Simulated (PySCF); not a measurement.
Phosphorus: a sound run and one with changed settings

Sound run: P⁺ [Ne] 3s2 3p2, P²⁺ [Ne] 3s2 3p1. Calculation: PySCF 2.14, in def2-TZVP; no relativity, point nucleus. The sound run starts from symmetry-adapted Hartree-Fock orbitals and uses a fine grid where one is needed.

Changed run: initial guess atom, at most 3 SCF cycles. This setting is unsound on purpose.

```tsv
species	method	sound run (hartree)	changed run (hartree)	converged
P⁺	UHF	-340.34566	-340.34519	no
P⁺	M06-L	-340.86855	-340.86850	no
P⁺	B3LYP	-340.89903	-340.89899	no
P²⁺	UHF	-339.64140	-339.64086	no
P²⁺	M06-L	-340.14528	-340.14523	no
P²⁺	B3LYP	-340.17332	-340.17327	no
```

The SCF was stopped early; the energies are upper bounds that still move, and correlated levels were skipped or rest on poor orbitals.
